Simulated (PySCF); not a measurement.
# Radial density of Dy³⁺ (dysprosium, charge +3)

TPSSh, [Xe] 4f9, one real determinant. Calculation: PySCF 2.14, in x2c-TZVPPall with one added diffuse shell each of s, p, d, f type (12s8p8d5f2g, 129 functions); the spin-free X2C one-electron Hamiltonian (Gaussian nucleus).

```
r (bohr)  4πr²ρ (e/bohr)  4πr²(ρα − ρβ)
  0.0253           78.08         0.0033
  0.0426           95.31         0.0055
  0.0716           116.1         0.0018
   0.120           88.33         0.0956
   0.203           101.3         1.0312
   0.341           45.72         4.3196
   0.573           50.80         6.4921
   0.964           16.98         3.3638
    1.62           6.688         0.5940
    2.73          0.4618         0.0013
    4.59        0.001029         0.0001
    7.71       1.772e-05         0.0000
```

Densities and radii are taken from the X2C orbitals without a picture-change correction, which distorts them close to the nucleus.

⟨L²⟩ = 24.01 against 30 for a pure H term, so this real determinant mixes terms. Spin-orbit coupling, absent here, splits the open shell strongly.
